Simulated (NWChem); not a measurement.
System: C₃H₇Cl; SMILES ClC(C)C

Input file for NWChem:

```
start job
memory heap 200 mb stack 900 mb global 1100 mb
geometry units angstroms noautosym nocenter noautoz
  C      0.129090    -1.048146    -1.268065
  C     -0.393591    -0.407149     0.000000
  C      0.129090    -1.048146     1.268065
  Cl     0.039946     1.350911     0.000000
  H      1.228313    -1.004317    -1.301140
  H     -0.177022    -2.106065    -1.307073
  H     -0.263205    -0.540413    -2.160224
  H     -1.493931    -0.416534     0.000000
  H      1.228313    -1.004317     1.301140
  H     -0.177022    -2.106065     1.307073
  H     -0.263205    -0.540413     2.160224
end
basis spherical
  * library def2-svp
end
dft
  xc m06-2x
  iterations 150
end
cosmo
  dielec 46.7
end
task dft energy
```

Output (shortened):

```
             Northwest Computational Chemistry Package (NWChem) 7.3.0
             --------------------------------------------------------

                             Geometry "geometry" -> ""
                             -------------------------

 Output coordinates in angstroms (scale by  1.889725989 to convert to a.u.)

  No.       Tag          Charge          X              Y              Z
 ---- ---------------- ---------- -------------- -------------- --------------
    1 C                    6.0000     0.12909000    -1.04814600    -1.26806500
    2 C                    6.0000    -0.39359100    -0.40714900     0.00000000
    3 C                    6.0000     0.12909000    -1.04814600     1.26806500
    4 Cl                  17.0000     0.03994600     1.35091100     0.00000000
    5 H                    1.0000     1.22831300    -1.00431700    -1.30114000
    6 H                    1.0000    -0.17702200    -2.10606500    -1.30707300
    7 H                    1.0000    -0.26320500    -0.54041300    -2.16022400
    8 H                    1.0000    -1.49393100    -0.41653400     0.00000000
    9 H                    1.0000     1.22831300    -1.00431700     1.30114000
   10 H                    1.0000    -0.17702200    -2.10606500     1.30707300
   11 H                    1.0000    -0.26320500    -0.54041300     2.16022400

 Effective nuclear repulsion energy (a.u.)     166.0057422459

                                 NWChem DFT Module
                                 -----------------

 Summary of "ao basis" -> "ao basis" (spherical)
 ------------------------------------------------------------------------------
       Tag                 Description            Shells   Functions and Types
 ---------------- ------------------------------  ------  ---------------------
 C                          def2-svp                 6       14   3s2p1d
 Cl                         def2-svp                 8       18   4s3p1d
 H                          def2-svp                 3        5   2s1p

 in cosmo_initialize ...

 solvent parameters
 solvname_short: unkn
 solvname_long:  unknown
 dielec:       46.7000

          ---------------
          -cosmo- solvent
          ---------------
 Cosmo: York-Karplus, doi: 10.1021/jp992097l
 dielectric constant -eps-     =  46.70
 screen = (eps-1)/(eps    )    =   0.97859
 surface charge correction     = lagrangian

   van der Waals surface
 --------------------------

 ---------- ATOMIC COORDINATES (A.U.) ------------ VDWR(ANG.) --
     1    0.24394473   -1.98070874   -2.39629539     2.000
     2   -0.74377914   -0.76940005    0.00000000     2.000
     3    0.24394473   -1.98070874    2.39629539     2.000
     4    0.07548699    2.55285162    0.00000000     2.050
     5    2.32117500   -1.89788394   -2.45879807     1.300
     6   -0.33452307   -3.97988576   -2.47000982     1.300
     7   -0.49738533   -1.02123249   -4.08223143     1.300
     8   -2.82312024   -0.78713512    0.00000000     1.300
     9    2.32117500   -1.89788394    2.45879807     1.300
    10   -0.33452307   -3.97988576    2.47000982     1.300
    11   -0.49738533   -1.02123249    4.08223143     1.300
 number of segments per atom =         32
 number of   points per atom =         32
 atom (   nspa,  nppa )
 ----------------------
    1 (     15,     0 )       0
    2 (      4,     0 )       0
    3 (     15,     0 )       0
    4 (     24,     0 )       0
    5 (     16,     0 )       0
    6 (     14,     0 )       0
    7 (     14,     0 )       0
    8 (     16,     0 )       0
    9 (     16,     0 )       0
   10 (     14,     0 )       0
   11 (     14,     0 )       0
 number of -cosmo- surface points =      162
 molecular surface =    111.934 angstrom**2
 molecular volume  =     97.378 angstrom**3
 G(cav/disp)       =      1.420 kcal/mol
 -lineq- algorithm             =   0
 -bem- low  level              =   2
 -bem- from -octahedral-
 gaussian surface charge width =   4.50000
 degree of switching           =   1.00000
 switching function tolerance  =   0.00010
 atomic radii =
 --------------
    1  6.000  2.000
    2  6.000  2.000
    3  6.000  2.000
    4 17.000  2.050
    5  1.000  1.300
    6  1.000  1.300
    7  1.000  1.300
    8  1.000  1.300
    9  1.000  1.300
   10  1.000  1.300
   11  1.000  1.300
 ...... end of -cosmo- initialization ......

[...]

                                   COSMO solvation results
                                   -----------------------

                 gas phase energy =      -578.425351435323
                 sol phase energy =      -578.429474164645
 (electrostatic) solvation energy =         0.004122729321 (    2.59 kcal/mol)

                       DFT Final Molecular Orbital Analysis
                       ------------------------------------

 Vector   19  Occ=2.000000D+00  E=-4.101807D-01
              MO Center= -2.4D-02, -3.0D-01, -7.8D-09, r^2= 3.7D+00
   Bfn.  Coefficient  Atom+Function         Bfn.  Coefficient  Atom+Function
  ----- ------------  ---------------      ----- ------------  ---------------
    54      0.364825   4 Cl py               51      0.287749   4 Cl py
    76      0.191979   8 H  s                66     -0.188341   6 H  s
    86     -0.188341  10 H  s                19     -0.177077   2 C  py
    18     -0.173472   2 C  px               48      0.164790   4 Cl py
     5      0.153473   1 C  py               33      0.153473   3 C  py

 Vector   20  Occ=2.000000D+00  E=-3.569219D-01
              MO Center=  1.9D-02,  9.4D-01,  8.5D-08, r^2= 2.2D+00
   Bfn.  Coefficient  Atom+Function         Bfn.  Coefficient  Atom+Function
  ----- ------------  ---------------      ----- ------------  ---------------
    55      0.625982   4 Cl pz               52      0.439959   4 Cl pz
    49      0.253882   4 Cl pz               20     -0.171048   2 C  pz
     5      0.114587   1 C  py               33     -0.114587   3 C  py
     6      0.105023   1 C  pz               34      0.105023   3 C  pz
     3      0.093417   1 C  s                31     -0.093417   3 C  s

 Vector   21  Occ=2.000000D+00  E=-3.553893D-01
              MO Center= -7.2D-02,  9.0D-01, -8.3D-08, r^2= 2.1D+00
   Bfn.  Coefficient  Atom+Function         Bfn.  Coefficient  Atom+Function
  ----- ------------  ---------------      ----- ------------  ---------------
    53      0.585009   4 Cl px               50      0.412537   4 Cl px
    47      0.238057   4 Cl px               76      0.203705   8 H  s
    18     -0.196802   2 C  px               54     -0.165603   4 Cl py
    51     -0.107485   4 Cl py               77      0.087753   8 H  s
    62      0.081729   5 H  s                82      0.081729   9 H  s

 Vector   22  Occ=0.000000D+00  E= 8.505732D-02
              MO Center= -1.5D-01, -2.7D-02,  4.4D-08, r^2= 4.5D+00
   Bfn.  Coefficient  Atom+Function         Bfn.  Coefficient  Atom+Function
  ----- ------------  ---------------      ----- ------------  ---------------
    17      1.381961   2 C  s                54      0.719460   4 Cl py
    46     -0.634479   4 Cl s                77     -0.636350   8 H  s
    22      0.620680   2 C  py                3      0.605434   1 C  s
    31      0.605434   3 C  s                72     -0.535279   7 H  s
    92     -0.535279  11 H  s                62     -0.490178   5 H  s

 Vector   23  Occ=0.000000D+00  E= 1.077161D-01
              MO Center= -3.8D-01, -1.2D+00,  7.9D-08, r^2= 5.7D+00
   Bfn.  Coefficient  Atom+Function         Bfn.  Coefficient  Atom+Function
  ----- ------------  ---------------      ----- ------------  ---------------
     3      1.263690   1 C  s                31      1.263690   3 C  s
    67     -0.963077   6 H  s                87     -0.963078  10 H  s
    77     -0.739735   8 H  s                21     -0.527960   2 C  px
    54     -0.465200   4 Cl py               72     -0.428268   7 H  s
    92     -0.428268  11 H  s                22     -0.360759   2 C  py

 Vector   24  Occ=0.000000D+00  E= 1.441520D-01
              MO Center=  1.3D-01, -7.7D-01, -4.6D-09, r^2= 6.4D+00
   Bfn.  Coefficient  Atom+Function         Bfn.  Coefficient  Atom+Function
  ----- ------------  ---------------      ----- ------------  ---------------
    17      1.545080   2 C  s                77     -1.471415   8 H  s
    62      1.132667   5 H  s                82      1.132667   9 H  s
     3     -1.087026   1 C  s                31     -1.087026   3 C  s
    21     -0.450566   2 C  px                7     -0.424851   1 C  px
    35     -0.424851   3 C  px               67      0.290177   6 H  s

     Multipole analysis of the density
     ---------------------------------

     L   x y z        total         alpha         beta         nuclear
     -   - - -        -----         -----         ----         -------
     0   0 0 0     -0.000000    -21.000000    -21.000000     42.000000

     1   1 0 0     -0.228584     -0.065969     -0.065969     -0.096646
     1   0 1 0     -1.046865     -0.737649     -0.737649      0.428433
     1   0 0 1     -0.000000     -0.000000     -0.000000      0.000000

     2   2 0 0    -23.937276    -23.765905    -23.765905     23.594534
     2   1 1 0      0.289002      1.143723      1.143723     -1.998444
     2   1 0 1      0.000000      0.000000      0.000000      0.000000
     2   0 2 0    -24.994090   -114.001315   -114.001315    203.008539
     2   0 1 1     -0.000000     -0.000000     -0.000000      0.000000
     2   0 0 2    -23.966277    -75.247778    -75.247778    126.529279
```

Level: M06-2X/def2-SVP, COSMO on the gas-phase geometry. The geometry was optimised at PBE0/def2-SVP. COSMO prints the solvation energy as gas minus solution, so a positive value is a stabilisation.
